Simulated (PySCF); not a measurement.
How methods differ on the excitation energy of C²⁺

C²⁺ [He] 2s2 (1S) → C²⁺ [He] 2p2 (3P), as a difference of total energies. All numbers are calculated (PySCF 2.14, no relativity, point nucleus, in def2-QZVPPD). Correlated levels: valence: 1s2 frozen; valence and next inner shell: nothing frozen. The calculations carry no spin-orbit coupling.

```csv
method,excitation energy (eV)
UHF,15.373
LDA,13.934
PBE,14.049
r2SCAN,14.105
TPSS,14.395
PW91,14.010
r2SCAN0,14.570
MP2 (valence),16.391
SCS-MP2 (valence),16.774
MP2 (valence and next inner shell),16.304
SCS-MP2 (valence and next inner shell),16.712
```

Question: Estimate what revPBE gives.

Answer: 14.142 eV, closest to r2SCAN among the rows shown.

Question: Estimate what PBE0 gives.

Answer: 14.558 eV, closest to r2SCAN0 among the rows shown.

A first-order spin-orbit estimate (lowest level to lowest level, LS coupling) adds -0.007 eV.
